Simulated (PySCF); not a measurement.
germylsulfanylgermane (Ge2H6S), SMILES [GeH3][S][GeH3].

Geometry optimised at PBE-D3(BJ)/def2-SVP.

All values below come from PBE-D3(BJ)/def2-SVP run with PySCF 2.14.0.

Frequencies are harmonic and unscaled.

Q: List the normal modes with their intensities. (An estimate is asked for; the answer gives what the named calculation found.)

A: 
| mode | ν (cm⁻¹) | IR (km/mol) | moving atoms (share of kinetic energy) |
|---|---|---|---|
| 1 | 65 | 0.0 | H 99 % |
| 2 | 73 | 0.3 | H 90 %, S 8 % |
| 3 | 88 | 0.0 | Ge 77 %, S 14 %, H 9 % |
| 4 | 366 | 5.7 | S 59 %, Ge 32 %, H 9 % |
| 5 | 397 | 60.9 | S 68 %, Ge 29 % |
| 6 | 522 | 15.5 | H 92 % |
| 7 | 544 | 0.0 | H 96 % |
| 8 | 555 | 24.7 | H 91 % |
| 9 | 582 | 16.2 | H 85 %, S 10 % |
| 10 | 787 | 339.7 | H 97 % |
| 11 | 818 | 40.5 | H 97 % |
| 12 | 832 | 0.0 | H 99 % |
| 13 | 834 | 59.3 | H 99 % |
| 14 | 849 | 4.5 | H 99 % |
| 15 | 859 | 86.9 | H 99 % |
| 16 | 2065 | 44.6 | H 99 % |
| 17 | 2072 | 79.2 | H 99 % |
| 18 | 2074 | 0.0 | H 98 % |
| 19 | 2079 | 208.6 | H 98 % |
| 20 | 2105 | 125.4 | H 98 % |
| 21 | 2107 | 69.1 | H 98 % |
